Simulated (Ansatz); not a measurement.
A run for Ansatz (a program for electronic structure): R-PBE0/def2-TZVPP on Br2, 2S+1 = 1, a spin state set in the input, which need not be the lowest.

Ansatz 0.2 input:
```yaml
crystal:
  periodic: [false, false, false]
  atoms:
    - {symbol: Br, position_ang: [0.00000000, 0.00000000, 0.00000000]}
    - {symbol: Br, position_ang: [0.00000000, 0.00000000, 2.28000000]}
basis:
  gaussian:
    orbitals: def2-TZVPP
hamiltonian:
  xc: {name: PBE0}
relax: {f_tol: 0.002, max_steps: 120}
```

It printed:

```
WARN ansatz: RAYON_NUM_THREADS=2 ignored (pool sized by the plan → 2); use --threads N
Functional definition: PBE0
integrals: 0.04 GiB planned
684 factors; integrals over basis functions are off by at most 2.6e-4 eV
mean field: 0.37 GiB planned
mean field evaluation 1: about -140076.0797 eV, gradient 9.3e0 eV
mean field evaluation 2: about -140076.1496 eV, gradient 5.5e0 eV
mean field evaluation 4: about -140076.1850 eV, gradient 1.5e-1 eV
mean field evaluation 8: about -140076.2356 eV, gradient 2.7e-3 eV
mean field -140076.23557506 eV, -5147.7067103009 hartree, gradient 1.8e-5 eV, S^2 0.000000; 0 other end points of the search recorded, 0 dependent functions left out
the calculation of the forces begins
reference -140076.23559487 eV, -5147.7067110287 hartree; 35, 35 occupied and 61, 61 virtual orbitals, 684 factors
relax step   1: F+E_penalty+E_count = -140076.23557506 eV  Δ(F+E_penalty+E_count) = +0.000e0 eV  max|allowed force component| = 2.348e-2 eV/Å  Δτ_max = 0.0000 Å  (26 SCF iters, accepted)
these checks for a lower state are left out or cut short: starts, cluster_reference, orbital_swaps, neighbouring_geometries, increment
integrals: 0.04 GiB planned
684 factors; integrals over basis functions are off by at most 2.6e-4 eV
mean field: 0.37 GiB planned
mean field evaluation 16: about -140076.2356 eV, gradient 7.7e-2 eV
mean field -140076.23559137 eV, -5147.7067109001 hartree, gradient 1.5e-5 eV, S^2 0.000000; 0 other end points of the search recorded, 0 dependent functions left out
the calculation of the forces begins
reference -140076.23561117 eV, -5147.7067116280 hartree; 35, 35 occupied and 61, 61 virtual orbitals, 684 factors
relax step   2: F+E_penalty+E_count = -140076.23559137 eV  Δ(F+E_penalty+E_count) = -1.631e-5 eV  max|allowed force component| = 3.777e-3 eV/Å  Δτ_max = 0.0008 Å  (24 SCF iters, accepted)
these checks for a lower state are left out or cut short: starts, cluster_reference, orbital_swaps, neighbouring_geometries, increment
integrals: 0.04 GiB planned
684 factors; integrals over basis functions are off by at most 2.6e-4 eV
mean field: 0.37 GiB planned
mean field -140076.23559180 eV, -5147.7067109161 hartree, gradient 3.7e-5 eV, S^2 0.000000; 0 other end points of the search recorded, 0 dependent functions left out
the calculation of the forces begins
reference -140076.23561161 eV, -5147.7067116440 hartree; 35, 35 occupied and 61, 61 virtual orbitals, 684 factors
relax step   3: F+E_penalty+E_count = -140076.23559180 eV  Δ(F+E_penalty+E_count) = -4.350e-7 eV  max|allowed force component| = 2.098e-6 eV/Å  Δτ_max = 0.0001 Å  (19 SCF iters, accepted)
integrals: 0.04 GiB planned
684 factors; integrals over basis functions are off by at most 2.6e-4 eV
mean field: 0.37 GiB planned
mean field evaluation 32: about -140076.1852 eV, gradient 1.5e-1 eV
mean field -140076.23559180 eV, -5147.7067109161 hartree, gradient 3.7e-5 eV, S^2 0.000000; 1 other end points of the search recorded, 0 dependent functions left out
the calculation of the forces begins
reference -140076.23561161 eV, -5147.7067116440 hartree; 35, 35 occupied and 61, 61 virtual orbitals, 684 factors
Total energy: -140076.23561161 eV, -5147.7067116440 hartree
Atom 0 at     0.000000     0.000000    -0.000714 Å, force    -0.000000     0.000000    -0.000002 eV/Å
Atom 1 at    -0.000000    -0.000000     2.280714 Å, force    -0.000000    -0.000000     0.000002 eV/Å
Dipole moment:     0.000000     0.000000     0.000000 e Å
```

The calculation finished and met its thresholds.

Cost: about 7 core-seconds (a rough figure).
